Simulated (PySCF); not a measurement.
TaOBr₂, SMILES [O]=[Ta]([Br])[Br] (connectivity only; charge and spin as stated), neutral, multiplicity 2.

The structure is a stationary point at B3LYP-D3(BJ)/def2-SVP. The spin state was assumed, not searched. The def2 effective core potentials stand for the cores of Ta; spin–orbit coupling is left out.

Calculation: B3LYP-D3(BJ)/def2-SVP (PySCF).

Frequencies are harmonic and unscaled.

```tsv
mode	ν (cm⁻¹)	IR (km/mol)	moving atoms (share of kinetic energy)
1	45	12.5	O 52 %, Ta 33 %, Br 15 %
2	66	0.4	Br 68 %, Ta 29 %
3	185	0.4	O 76 %, Br 24 %
4	240	5.4	Br 87 %, Ta 12 %
5	304	55.7	Ta 46 %, Br 41 %, O 12 %
6	1005	137.9	O 92 %, Ta 8 %
```
